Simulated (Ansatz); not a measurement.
Mulliken charges of CH$_{5}$GeN, SMILES `[CH2]1[NH][GeH2]1` from B3LYP/def2-TZVPP in Ansatz (PBE0-D4/def2-TZVP geometry).

| atom | x (Å) | y (Å) | z (Å) | charge (e) |
| --- | --- | --- | --- | --- |
| C1 | -0.654 | 0.443 | -0.553 | -0.153 |
| N2 | -0.302 | 0.599 | 0.871 | -0.366 |
| Ge3 | 0.554 | -0.890 | 0.107 | 0.162 |
| H4 | -1.695 | 0.188 | -0.729 | 0.105 |
| H5 | -0.260 | 1.163 | -1.268 | 0.103 |
| H6 | 0.310 | 1.393 | 1.021 | 0.131 |
| H7 | 2.040 | -0.735 | -0.203 | 0.004 |
| H8 | 0.099 | -2.218 | 0.698 | 0.013 |

**Question.** By hand: the dipole of these point charges (1 e Å = 4.8032 D).

**Answer.** Σ q r = (0.146, -0.141, -0.282) e Å, of length 0.347 e Å = 1.67 D.

**Question.** How does the dipole of the full density compare? (Estimate.)

**Answer.** Computed: (0.234, -0.010, -0.221) e Å, 1.55 D; the point charges give 1.08 times that, at 29° from its direction.

Point charges leave out the atoms' own dipoles, such as those of lone pairs, and Mulliken's split depends on the basis, so the two needn't agree.

B3LYP here is the variant with VWN-RPA as its local correlation; programs differ in this.
